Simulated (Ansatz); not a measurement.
The cluster Li8H8⁻. Charge -1, multiplicity 2. Geometry r2SCAN-D4/def2-SVPD.

```xyz
16

Li   -3.296    0.460   -1.332
Li   -1.592   -0.373    0.790
Li    3.771   -1.600   -0.023
Li    2.302   -1.481   -2.508
Li   -0.249   -0.269   -1.341
Li   -3.261    1.938    0.834
Li   -0.250    1.639    1.515
Li    1.817    0.140    1.597
H    -2.038   -0.689   -0.937
H     1.270    1.649    2.398
H     0.201   -0.057    0.506
H    -4.421    1.273   -0.288
H     0.763   -0.828   -2.682
H     3.742   -2.002   -1.706
H     3.261   -0.900    1.419
H    -2.020    1.100    1.759
```

LC-ωPBE has ω = 0.4 bohr⁻¹. HSE06 is defined as in plane-wave codes, on full-range PBE exchange. At PBE-D4/def2-TZVPD, r2SCAN-D4/def2-TZVPD, PBE0-D4/def2-TZVPD, HSE06-D4/def2-TZVPD the highest occupied level of the charge -1 doublet lies above zero (up to 0.67 eV). It is a level of α spin, whose loss leaves a singlet; that state wasn't run at this geometry and level. The electron is either unbound and held by the finite basis, or the level is raised by self-interaction error. Another isomer (doublet) lies 1.36 eV lower at PBE0-D4/def2-TZVPD; other spin states weren't run for this one.

Task: Estimate the α-spin orbital energies around the gap (eV) in Ansatz with PBE-D4/def2-TZVPD, r2SCAN-D4/def2-TZVPD, PBE0-D4/def2-TZVPD, HSE06-D4/def2-TZVPD, LC-ωPBE/def2-TZVPD.

Result: 
```csv
orbital,PBE-D4/def2-TZVPD,r2SCAN-D4/def2-TZVPD,PBE0-D4/def2-TZVPD,HSE06-D4/def2-TZVPD,LC-ωPBE/def2-TZVPD
HOMO−9,-45.60,-47.13,-49.67,-49.23,-51.46
HOMO−8,-4.04,-4.32,-5.41,-4.99,-8.60
HOMO−7,-3.24,-3.49,-4.48,-4.06,-7.40
HOMO−6,-3.07,-3.30,-4.28,-3.88,-7.15
HOMO−5,-3.00,-3.24,-4.22,-3.81,-7.12
HOMO−4,-2.58,-2.82,-3.78,-3.37,-6.60
HOMO−3,-2.54,-2.77,-3.74,-3.32,-6.58
HOMO−2,-2.39,-2.61,-3.54,-3.14,-6.27
HOMO−1,-1.59,-1.79,-2.72,-2.32,-5.44
HOMO,0.67,0.65,0.29,0.61,-1.07
LUMO,1.45,1.68,1.84,1.57,2.71
LUMO+1,1.56,1.85,1.95,1.69,2.78
LUMO+2,1.68,2.09,2.04,1.80,2.81
LUMO+3,1.75,2.24,2.14,1.88,2.90
LUMO+4,1.86,2.34,2.21,1.98,3.09
LUMO+5,1.98,2.45,2.32,2.07,3.17
β HOMO,-1.58,-1.79,-2.71,-2.31,-5.45
β LUMO,1.27,1.65,1.79,1.48,2.71
```
